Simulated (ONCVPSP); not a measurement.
**Configuration tests for Mg (Z = 12) (ONCV)**

```
Element                 : magnesium (Mg)
Generator               : ONCVPSP 4.0.1
Type                    : optimised norm-conserving Vanderbilt (ONCV)
Functional              : LDA (Perdew-Wang 92)
Relativity              : fully relativistic
Frozen core             : [He]
Valence charge          : 10
Reference configuration : 2s2 2p6 3s1.75 3p0.25
Partial waves           : 2s+3s: rc 1.30 bohr, ncon 4, nbas 7, qcut 11.2 1/bohr, 2 projectors; 2p+3p: rc 1.50 bohr, ncon 4, nbas 7, qcut 10.9 1/bohr, 3 projectors, debl 2.6 Ha; d scattering state at 0.12 Ha: rc 1.15 bohr, ncon 4, nbas 8, qcut 7 1/bohr, local
Local potential         : the d channel
Core correction         : Teter function fitted to the true core (icmod 2), fcfact 0.6
```

Open shells are filled in proportion to 2j + 1.

Energies are relative to the spin-unpolarised reference configuration 2s2 2p6 3s1.75 3p0.25; without spin polarisation the order of configurations can differ from experiment. The d channel is local and has no spin–orbit splitting in the pseudo-atom.

```csv
valence configuration,charge,ΔE all-electron (eV),error AE − PS (meV)
2s2 2p6 3s1 3p0,+1,7.210,-0.1
2s2 2p6 3s0 3p2,0,6.408,-0.7
```

Question: What are ΔE and the potential's error for 2s2 2p6 3s0 3p0?

Answer: ΔE = 22.253 eV all-electron; the error (AE − PS) is -2.1 meV.

Question: What are ΔE and the potential's error for 2s2 2p6 3s2 3p0?

Answer: ΔE = -0.858 eV all-electron; the error (AE − PS) is 0.0 meV.

Levels in the configuration 2s2 2p6 3s1 3p0:

| level | all-electron (eV) | pseudo (eV) |
| --- | --- | --- |
| 2s j=1/2 | -88.404 | -88.422 |
| 2p j=3/2 | -55.723 | -55.721 |
| 2p j=1/2 | -56.012 | -56.011 |
| 3s j=1/2 | -11.521 | -11.522 |
